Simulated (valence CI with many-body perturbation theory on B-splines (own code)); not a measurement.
# Level structure of Pm46+

Method: configuration interaction combined with many-body perturbation theory (CI+MBPT): five valence electrons over a frozen Dirac-Fock core [Ne], radial functions for each j: 9 s, 9 p, 8 d, 6 f, 3 g, 1 h, with the one-electron correlation potential Σ1 (screened to all orders), the two-electron term Σ2, the three-electron term Σ3, Breit, model QED; selected single and double excitations, second order for the rest, scaled by the run's own slope (own B-spline code, finite nucleus).

The last digits are not significant, and no measured levels were compared; by estimate large intervals hold to a few tenths of a per cent, small ones and those within an open d or f shell to about a per cent. Among the levels kept, up to 1200 cm⁻¹ of a level comes from second order outside the variational space, and about a tenth of that is noise between levels of different J, which matters for small intervals.

Levels 1 to 33 of 33, with energies above the lowest level, (3s^2 3p1/2^2 3p3/2) J=3/2. "Leading %" is the weight of the configuration and term that name the level; weights of strongly mixed levels are sums over their largest components and can fall short, so below about 35 % the name and the second component can differ from the true leading terms, or belong to a minority configuration. In the jj column 3d3/2^4 stands for four electrons in 3d with j = 3/2. Lifetimes count E1, E2, E3, M1 and M2 decay at the calculated energies, and are blank where another channel may lead or the interval is too uncertain; long ones can be off by a factor of two.

```csv
No.,Configuration,Term,J,E (eV),Leading %,Second component,Lifetime,Leading jj
1,3s²3p³,²P°,3/2,0.00,46,27 % 3s²3p³ ⁴S°,,3s^2 3p1/2^2 3p3/2 (99 %)
2,3s²3p³,⁴S°,3/2,131.25,54,45 % 3s²3p³ ²D°,43.2 ns,3s^2 3p1/2 3p3/2^2 (98 %)
3,3s²3p³,²D°,5/2,140.77,99,,234 ns,3s^2 3p1/2 3p3/2^2 (99 %)
4,3s²3p³,²P°,1/2,152.62,98,,64.2 ns,3s^2 3p1/2 3p3/2^2 (98 %)
5,3s²3p²3d,²D,3/2,178.63,37,36 % 3s²3p²3d ⁴F,182 ps,3s^2 3p1/2^2 3d3/2 (98 %)
6,3s²3p²3d,²D,5/2,218.82,27,20 % 3s²3p²3d ⁴D,15.4 ps,3s^2 3p1/2^2 3d5/2 (90 %)
7,3s3p⁴,⁴P,5/2,261.63,64,22 % 3s3p⁴ ²D,8.49 ps,3s 3p1/2^2 3p3/2^2 (85 %)
8,3s3p⁴,²S,1/2,284.44,51,29 % 3s3p⁴ ⁴P,5.70 ps,3s 3p1/2^2 3p3/2^2 (84 %)
9,3s3p⁴,²P,3/2,284.53,30,27 % 3s3p⁴ ²D,3.77 ps,3s 3p1/2^2 3p3/2^2 (71 %)
10,3s²3p³,²P°,3/2,285.31,52,28 % 3s²3p³ ²D°,20.5 ns,3s^2 3p3/2^3 (98 %)
11,3s²3p²3d,²F,5/2,308.66,47,45 % 3s²3p²3d ⁴F,262 ps,3s^2 3p1/2 3p3/2 3d3/2 (97 %)
12,3s²3p²3d,⁴F,3/2,310.47,32,29 % 3s²3p²3d ⁴D,16.4 ps,3s^2 3p1/2 3p3/2 3d3/2 (93 %)
13,3s²3p²3d,⁴D,1/2,310.79,79,14 % 3s²3p²3d ²P,175 ps,3s^2 3p1/2 3p3/2 3d3/2 (98 %)
14,3s²3p²3d,²G,7/2,318.12,46,27 % 3s²3p²3d ²F,13.7 ns,3s^2 3p1/2 3p3/2 3d3/2 (95 %)
15,3s²3p²3d,²D,5/2,340.86,31,24 % 3s²3p²3d ⁴P,1.13 ps,3s^2 3p1/2 3p3/2 3d3/2 (80 %)
16,3s²3p²3d,⁴D,7/2,341.55,47,37 % 3s²3p²3d ⁴F,2.26 ns,3s^2 3p1/2 3p3/2 3d5/2 (99 %)
17,3s²3p²3d,⁴P,3/2,347.05,48,34 % 3s²3p²3d ²P,1.58 ps,3s^2 3p1/2 3p3/2 3d5/2 (50 %)
18,3s²3p²3d,²P,3/2,347.43,30,28 % 3s²3p²3d ²D,1.07 ps,3s^2 3p1/2 3p3/2 3d3/2 (40 %)
19,3s²3p²3d,²P,1/2,347.58,39,35 % 3s²3p²3d ⁴P,887 fs,3s^2 3p1/2 3p3/2 3d3/2 (88 %)
20,3s²3p²3d,²D,5/2,351.62,35,27 % 3s²3p²3d ²F,11.7 ps,3s^2 3p1/2 3p3/2 3d5/2 (86 %)
21,3s²3p²3d,²G,9/2,351.72,58,41 % 3s²3p²3d ⁴F,3.21 μs,3s^2 3p1/2 3p3/2 3d5/2 (98 %)
22,3s²3p²3d,²F,7/2,370.54,52,25 % 3s²3p²3d ²G,5.00 ps,3s^2 3p1/2 3p3/2 3d5/2 (91 %)
23,3s²3p²3d,²D,5/2,371.90,40,27 % 3s²3p²3d ⁴P,2.51 ps,3s^2 3p1/2 3p3/2 3d5/2 (86 %)
24,3s²3p²3d,²D,3/2,376.97,61,16 % 3s²3p²3d ²P,5.91 ps,3s^2 3p1/2 3p3/2 3d5/2 (92 %)
25,3s²3p²3d,²P,1/2,379.27,50,35 % 3s²3p²3d ²S,4.15 ps,3s^2 3p1/2 3p3/2 3d5/2 (89 %)
26,3s3p⁴,⁴P,3/2,405.49,57,20 % 3s3p⁴ ²D,2.81 ps,3s 3p1/2 3p3/2^3 (78 %)
27,3s3p⁴,²D,5/2,417.58,62,18 % 3s3p⁴ ⁴P,2.91 ps,3s 3p1/2 3p3/2^3 (78 %)
28,3s3p⁴,²P,1/2,433.83,43,27 % 3s3p⁴ ⁴P,1.47 ps,3s 3p1/2 3p3/2^3 (70 %)
29,3s3p³3d,⁴D°,5/2,434.42,28,24 % 3s3p³3d ⁶D°,46.5 ps,3s 3p1/2^2 3p3/2 3d3/2 (92 %)
30,3s3p⁴,²P,3/2,435.25,44,24 % 3s3p⁴ ²D,1.34 ps,3s 3p1/2 3p3/2^3 (75 %)
31,3s3p³3d,⁶D°,3/2,436.18,30,18 % 3s3p³3d ⁴D°,28.2 ps,3s 3p1/2^2 3p3/2 3d3/2 (93 %)
32,3s3p³3d,⁴P°,1/2,437.33,42,37 % 3s3p³3d ⁶D°,51.4 ps,3s 3p1/2^2 3p3/2 3d3/2 (93 %)
33,3s3p³3d,⁶D°,7/2,441.14,24,23 % 3s3p³3d ⁴F°,56.1 ps,3s 3p1/2^2 3p3/2 3d3/2 (83 %)
```

Where two levels of one J and parity lie close, their mixing, g and order are uncertain.

The ionisation energy to 3s²3p² ³P0 of the next ion comes out as 3817.8 eV (NIST: 3816 ± 4 eV (theoretical)). All 33 levels together are meant to be complete up to 453.62 eV.
